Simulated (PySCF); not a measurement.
**How methods differ on the excitation energy of Tl⁺**

Tl⁺ [Xe] 4f14 5d10 6s2 (1S) → Tl⁺ [Xe] 4f14 5d10 6s1 6p1 (3P), as a difference of total energies. Computed with PySCF 2.14 in aug-cc-pVTZ-PP with one added diffuse shell each of d, f type with ECP60MDF (6s5p5d3f, 67 functions), with scalar relativity through the core potential. Correlated levels: valence: 5s2 5p6 5d10 frozen. The calculations carry no spin-orbit coupling.

```csv
method,excitation energy (eV)
UHF,5.638
MP2 (valence),6.127
SCS-MP2 (valence),6.272
CCSD (valence),6.294
```

Q: How much does correlation contribute at MP2 (valence)?

A: 6.127 − (5.638) = 0.489 eV, measured against UHF.

Errors of the correlated levels include the incompleteness of this basis and the frozen core.

With two correlated electrons CCSD is exact in that space.

For comparison: 7.098 eV (measured; NIST levels, between the centres of gravity of the two terms).
